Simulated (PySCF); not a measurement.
## Correlation energy of Al (aluminium, neutral)

[Ne] 3s2 3p1, 2P determinant. All numbers are calculated (PySCF 2.14, no relativity, point nucleus, in cc-pV(D+d)Z). Frozen: [Ne]; 3 electrons correlated.

MP2 pair energies summed by pair of shells (mhartree):

```
 pair  energy  share (%)
3s-3s  -18.50       59.8
3s-3p  -12.41       40.2
```

Total MP2 correlation energy: -30.91 mhartree.

Same-spin part -2.11 and opposite-spin part -28.79 mhartree; SCS-MP2 scales them by 1/3 and 6/5 to -35.26 mhartree.

```json
{"level": "CCSD", "correlation energy (mhartree)": "-47.58"}
{"level": "(T)", "correlation energy (mhartree)": "-0.71"}
{"level": "CCSD(T)", "correlation energy (mhartree)": "-48.29"}
```

Diagnostics: T1 = 0.015, D1 = 0.0346, largest double amplitude 0.106.

Cost of the coupled-cluster step: 0.06 s of wall time on 1 thread of Intel(R) Xeon(R) 6975P-C (shared host), for 3 correlated electrons.

Iterations:

```
CC2 = 0
CCSD nocc = (np.int64(2), np.int64(1)), nmo = (18, 18)
frozen orbitals [[0, 1, 2, 3, 4], [0, 1, 2, 3, 4]]
max_cycle = 100
direct = 0
conv_tol = 1e-08
conv_tol_normt = 1e-06
diis_space = 8
diis_start_cycle = 0
Init t2, MP2 energy = -0.0309080155971931
Init E_corr(UCCSD) = -0.0309080155972541
cycle = 1  E_corr(UCCSD) = -0.041149145615714  dE = -0.01024113  norm(t1,t2) = 0.0624727
cycle = 2  E_corr(UCCSD) = -0.0448240285673643  dE = -0.00367488295  norm(t1,t2) = 0.0276098
cycle = 3  E_corr(UCCSD) = -0.0475693401432731  dE = -0.00274531158  norm(t1,t2) = 0.0134237
cycle = 4  E_corr(UCCSD) = -0.047554085894442  dE = 1.52542488e-05  norm(t1,t2) = 0.0019991
cycle = 5  E_corr(UCCSD) = -0.0475890839698475  dE = -3.49980754e-05  norm(t1,t2) = 0.000298141
cycle = 6  E_corr(UCCSD) = -0.0475765793913443  dE = 1.25045785e-05  norm(t1,t2) = 5.63275e-05
cycle = 7  E_corr(UCCSD) = -0.0475819514928362  dE = -5.37210149e-06  norm(t1,t2) = 1.92759e-05
cycle = 8  E_corr(UCCSD) = -0.0475804833105971  dE = 1.46818224e-06  norm(t1,t2) = 6.60121e-06
cycle = 9  E_corr(UCCSD) = -0.0475805091886404  dE = -2.58780433e-08  norm(t1,t2) = 4.97369e-07
cycle = 10  E_corr(UCCSD) = -0.0475805164484107  dE = -7.25977024e-09  norm(t1,t2) = 1.11201e-07
UCCSD converged
E(UCCSD) = -241.9211945314784  E_corr = -0.04758051644841065
UCCSD(T) correction = -0.000713183941364439
```
